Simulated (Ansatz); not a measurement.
Gas-phase electronic energies from Ansatz, PBE0-D4/def2-TZVP geometries. CCSD(T)/CBS is the MP2 limit (def2-TZVPP, def2-QZVPP) plus CCSD(T) − MP2 in def2-TZVPP, frozen cores. This one scheme is used for every species. Functionals use def2-TZVPP. B3LYP here is the variant with VWN-RPA as its local correlation; programs differ in this. HSE06 is defined as in plane-wave codes. For Br outer-core shells are correlated without core-valence functions, which leaves a few kJ/mol of doubt a bond. Scalar relativity is left out up to krypton.

Reaction (hydrogenolysis of the Si–Si bond): `[SiH3][Si@H]1O[C@@H]1Br` + H₂ → `BrC1O[SiH2]1` + SiH₄

```tsv
level	ΔE (kcal/mol)	difference from CCSD(T)/CBS
LDA (SPW92)	-0.9	2.7
PBE-D4	0.1	3.7
revPBE-D4	0.6	4.2
BLYP-D4	-2.3	1.3
r2SCAN-D4	-2.0	1.6
B97M-V	-3.3	0.3
PBE0-D4	-1.6	2.0
B3LYP-D4	-3.6	0.0
r2SCANh-D4	-2.5	1.1
r2SCAN0-D4	-3.2	0.4
HSE06-D4	-1.6	2.0
BHLYP-D4	-5.6	-2.0
CAM-B3LYP-D4	-5.5	-1.9
ωB97X-V	-4.3	-0.7
ωB97M-V	-5.1	-1.5
B2PLYP	-5.5	-1.9
PBE	-1.3	2.3
revPBE	-1.7	1.9
BLYP	-4.9	-1.3
r2SCAN	-2.4	1.2
PBE0	-2.9	0.7
r2SCANh	-2.9	0.7
r2SCAN0	-3.7	-0.1
HSE06	-2.9	0.7
BHLYP	-7.9	-4.3
LC-ωPBE	-4.5	-0.9
HF/def2-SVP	-12.8	-9.2
MP2/def2-SVP	-6.8	-3.2
CCSD/def2-SVP	-8.1	-4.5
CCSD(T)/def2-SVP	-7.1	-3.5
HF/def2-TZVPP	-11.5	-7.9
MP2/def2-TZVPP	-4.4	-0.8
SCS-MP2/def2-TZVPP	-6.1	-2.5
CCSD(T)/def2-TZVPP	-4.4	-0.8
HF/def2-QZVPP	-11.6	-8.0
MP2/def2-QZVPP	-3.9	-0.3
SCS-MP2/def2-QZVPP	-5.6	-2.0
HF/CBS(def2)	-11.6	-8.0
MP2/CBS(def2)	-3.5	0.1
CCSD/CBS(def2)	-5.0	-1.4
CCSD(T)/CBS	-3.6	0
```

Largest T1 diagnostic among the species: 0.013.

At CCSD(T), def2-SVP lies −3.5 kcal/mol from the extrapolated value and def2-TZVPP −0.8 kcal/mol. In def2-TZVPP, CCSD(T) changes the Hartree–Fock value by +7.1 kcal/mol (the triples alone add +1.4 kcal/mol) and MP2 by +7.2 kcal/mol.
